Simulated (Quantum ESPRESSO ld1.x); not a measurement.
Values are calculated unless marked as measured or tabulated.
All-electron atom: the silver ion Ag19+ in [Ne] 3s2 3p4 3d10 4d2 (not the ground configuration). Level of theory: scalar-relativistic Kohn-Sham, relativistic LDA (MacDonald-Vosko exchange, VWN5 correlation), spin-unpolarised, spherical densities, point nucleus (ld1.x of Quantum ESPRESSO 7.5). Some entries of the table are withheld. Estimate them.

| orbital | occ. | eigenvalue (Ry) | <1/r> (bohr^-1) |
|---|---|---|---|
| 1s | 2 | -1896.97 | (1) |
| 2s | 2 | -316.193 | 11.23 |
| 2p | 6 | -288.832 | (2) |
| 3s | 2 | (3) | 4.046 |
| 3p | 4 | -80.8194 | 3.876 |
| 3d | 10 | -66.6339 | 3.671 |
| 4d | 2 | -31.1030 | 1.657 |

Answer. 
(1) 1s <1/r> (bohr^-1): 49.26
(2) 2p <1/r> (bohr^-1): 10.86
(3) 3s eigenvalue (Ry): -89.9126
